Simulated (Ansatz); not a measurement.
Relaxation of GaH2I with RKS PBE-D4/def2-TZVP.

```sh
$ ansatz run in.yaml --threads 4 --pin off --events-out ev --progress --plain --max-ram 3916MiB
```

```yaml
crystal:
  periodic: [false, false, false]
  atoms:
    - {symbol: Ga, position_ang: [0.125100, 0.209820, 0.002750]}
    - {symbol: H, position_ang: [1.676440, 0.160550, 0.011130]}
    - {symbol: H, position_ang: [-0.650930, 1.553690, -0.020940]}
    - {symbol: I, position_ang: [-1.150610, -1.924050, 0.007060]}
basis:
  gaussian: {orbitals: def2-TZVP}
hamiltonian: {xc: pbe, dispersion: d4}
scf: {lower_state_search: "off"}
output: {orbitals: {seedname: orbitals}}
relax: {f_tol: 0.02, max_steps: 100}
```

Run time 1.4 s (4 threads of Arm Neoverse V2 on a shared host).

Positions (Å) and forces (eV/Å) at steps 1, 3 of 3:

```xyz
4
step=1 energy=-60504.2571 eV
Ga    0.125    0.210    0.003    0.091    0.147   -0.017
H     1.676    0.161    0.011    0.270   -0.184    0.010
H    -0.651    1.554   -0.021   -0.292    0.152    0.003
I    -1.151   -1.924    0.007   -0.070   -0.116    0.004
4
step=3 energy=-60504.2791 eV
Ga    0.148    0.247   -0.001   -0.004   -0.006   -0.001
H     1.709    0.104    0.013   -0.007   -0.003    0.000
H    -0.716    1.555   -0.020    0.001   -0.007    0.000
I    -1.141   -1.907    0.008    0.010    0.016    0.000
```

In the def2 sets I takes a core potential; there is no spin–orbit coupling.
